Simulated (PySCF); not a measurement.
Compounds:
1. SMILES CNNC, C2H8N2
2. `n1ncc(CC)n1C1CC1`, C7H11N3
3. `C(C(=C)[Si@H](O[SiH3])[SiH2]C)=O`, C4H12O2Si3
4. SMILES FC(C#CCF)(F)F, C4H2F4
5. `C[Si@H](O[SiH2]C)Cl`, C2H9ClOSi2
6. `C[C@@H]1OC(=O)C(=O)O[C@H]1C(F)(F)F`, C6H5F3O4

One averaged value for each set of equivalent atoms, a single conformation, non-relativistic, no solvent model. GFN2-xTB structure; shielding tensors at PBE0/pcSseg-1 (GIAO); PySCF 2.14.

Scale: $^{1}$H (σ = 31.72 ppm), $^{13}$C (σ = 186.93 ppm) vs TMS (reference shieldings calculated alike). Shifts are as computed. Against solution values, carbons near 30 ppm lie about +3 ppm off and those near 130 ppm about +5 ppm. Of 1211 compounds with measured shifts, 218 miss one by over three times the rms of a fit or turn the order of signals round; such compounds aren't used in these exercises. OH and NH positions are gas-phase values without hydrogen bonding to other molecules.

Task: Which show a $^{1}$H signal above 9 ppm from a carbon-bound hydrogen?

Result: 3 (9.88: hydrogen on an aldehyde carbonyl carbon).

Task: Which show a $^{13}$C signal between 60 and 100 ppm?

Result: 4 (89.8, 84.7, 72.1: alkyne carbon, propargylic sp3 CH2 bonded to F); 6 (82.1, 75.7: sp3 CH bonded to O).

Task: Which show a $^{13}$C signal above 185 ppm?

Result: 3 (205.0: aldehyde carbonyl carbon).

Task: Which give exactly 2 $^{13}$C signals?

Result: 5 (δ 5.8, 0.1).
